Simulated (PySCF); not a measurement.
Mass spectrum arithmetic for Br2

Species: `BrBr` (Br2).

Calculated for natural abundance.

Task: What are the average molar mass and the monoisotopic mass?

Result: For Br2, with standard atomic weights, 2 × 79.904 = 159.808 g/mol. From the most abundant isotopes (79Br), 2 × 78.918337 = 157.8367 u.

Task: What cluster does the molecular ion M+• show when like nominal masses merge?

Result: 
| nominal mass | m/z (centroid) | relative intensity |
| --- | --- | --- |
| 158 | 157.8361 | 51.4 |
| 160 | 159.8341 | 100.0 |
| 162 | 161.8320 | 48.6 |

Cut off at 0.1 %. One electron mass, 0.00055 u, is taken off.

Task: Protons, neutrons, electrons, and exact less nominal mass of the monoisotopic species?

Result: 70 protons, 88 neutrons and 70 electrons; 157.8367 − 158 = -0.1633 u.

Task: Give the mass fraction of each element.

Result: Br 100.00 %.

Task: Resolve the fine structure: one atom at a time replaced by a minor isotope.

Result: Intensity in % of the monoisotopic species:

```csv
isotope,mass shift (u),m/z,intensity (%)
81Br,+1.99795,159.8341,194.56
```

Species under 0.02 % are left out.

Task: What share of all molecules is the monoisotopic species?

Result: 0.5069^2 = 25.69 %.
